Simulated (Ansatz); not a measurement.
This geometry of a periodic cell of 33 atoms, LiAl32 (host Al, host structure fcc, interstitial Li) is a first-order saddle point.

Method: DFT LDA, scalar-relativistic, plane waves, PAW in Ansatz 0.2.0. Settings: PAW set soft_1, cutoff 420 eV, k mesh 3x3x3, gaussian smearing 0.15 eV, no spin polarisation.

```xyz
33
Lattice="8.1000 0.0000 0.0000 0.0000 8.1000 0.0000 0.0000 0.0000 8.1000" Properties=species:S:1:pos:R:3
Al 4.241 -0.247 -0.002
Al 5.960 1.996 -0.001
Al 6.021 -0.069 2.179
Al 0.458 1.108 0.011
Al 2.704 1.989 0.001
Al 3.887 4.194 -0.001
Al 5.990 5.563 0.005
Al 1.992 0.003 2.008
Al 4.107 1.970 2.159
Al 6.033 3.942 2.096
Al 3.952 -0.076 4.049
Al 6.038 1.967 4.052
Al 6.013 -0.072 5.912
Al 0.091 3.863 0.003
Al 1.867 6.156 0.000
Al -0.040 2.077 2.310
Al 1.997 4.028 2.037
Al 3.964 6.036 2.065
Al 0.018 -0.086 4.051
Al 2.051 2.013 4.054
Al 3.997 4.026 4.051
Al 5.989 5.991 4.047
Al 1.987 0.004 6.097
Al 4.105 1.970 5.944
Al 6.031 3.944 6.007
Al -0.079 6.032 2.005
Al -0.028 4.156 4.053
Al 1.975 6.057 4.051
Al -0.045 2.071 5.803
Al 1.993 4.027 6.067
Al 3.962 6.036 6.034
Al -0.081 6.028 6.094
Li -0.978 7.517 -0.013
```

Task: Which two structures does it join? (They come from a converged band through this point; their orientation in space is the band's.)

Result: The atom that moves furthest is Li33, by 3.00 Å; four of its nearest neighbours are Al14 2.34, Al26 2.34, Al15 2.35, Al7 2.37 Å at the first end and Al1 2.32, Al7 2.34, Al3 2.36, Al13 2.36 Å at the last.

First end point:

```xyz
33
Lattice="8.1000 0.0000 0.0000 0.0000 8.1000 0.0000 0.0000 0.0000 8.1000" Properties=species:S:1:pos:R:3
Al 4.060 0.088 0.001
Al 5.987 2.007 0.001
Al 6.084 -0.011 2.021
Al -0.008 0.276 -0.010
Al 2.111 2.008 0.001
Al 4.059 3.967 0.001
Al 5.774 6.091 -0.011
Al 2.009 -0.022 2.010
Al 4.045 2.035 2.052
Al 6.107 4.075 1.999
Al 4.045 0.033 4.044
Al 6.044 2.034 4.044
Al 6.072 0.002 6.072
Al -0.010 3.660 -0.013
Al 2.386 6.093 -0.012
Al 0.001 2.008 2.111
Al 1.984 4.088 1.985
Al 4.059 6.074 2.109
Al 0.001 0.088 4.062
Al 2.053 2.035 4.043
Al 4.045 4.024 4.043
Al 5.988 6.073 4.062
Al 2.023 -0.008 6.081
Al 4.045 2.034 6.043
Al 6.091 4.060 6.091
Al -0.010 6.094 2.395
Al 0.001 3.966 4.061
Al 2.110 6.074 4.061
Al 0.001 2.007 5.986
Al 2.002 4.071 6.104
Al 4.059 6.073 5.988
Al -0.008 6.090 5.782
Li 0.041 5.996 0.053
```

Last end point:

```xyz
33
Lattice="8.1000 0.0000 0.0000 0.0000 8.1000 0.0000 0.0000 0.0000 8.1000" Properties=species:S:1:pos:R:3
Al 3.603 0.024 -0.001
Al 6.106 2.291 -0.001
Al 6.112 0.021 2.352
Al 0.227 0.015 -0.001
Al 1.992 2.120 0.000
Al 3.974 4.033 0.000
Al 6.116 5.683 -0.001
Al 1.994 0.000 2.117
Al 4.069 1.997 2.001
Al 6.076 4.032 2.111
Al 3.976 0.001 4.051
Al 6.075 2.112 4.051
Al 6.111 0.021 5.753
Al 0.091 4.030 0.000
Al 1.995 5.988 0.000
Al 0.010 2.037 2.038
Al 2.048 4.063 2.055
Al 4.098 6.126 1.970
Al 0.089 0.000 4.051
Al 2.046 2.061 4.050
Al 4.032 4.064 4.049
Al 6.076 5.996 4.051
Al 1.994 0.000 5.983
Al 4.068 1.998 6.098
Al 6.076 4.032 5.988
Al -0.010 6.078 2.020
Al 0.040 4.061 4.050
Al 2.049 6.051 4.049
Al 0.011 2.037 6.061
Al 2.048 4.063 6.045
Al 4.097 6.124 6.129
Al -0.009 6.077 6.080
Li -2.180 8.011 0.004
```

Task: How far does it lie above each of them?

Result: 0.60 eV above the first and 0.60 eV above the second. This is the barrier of this one path; another mechanism may lie lower. Limits of this set-up: coarse k mesh, PAW files made for another functional, a small cell, in which the defect meets its images, a typed lattice constant that wasn't relaxed here.

The run took 33 min on 4 threads of Arm Neoverse V2, on a shared host, peak memory 4.9 GiB.
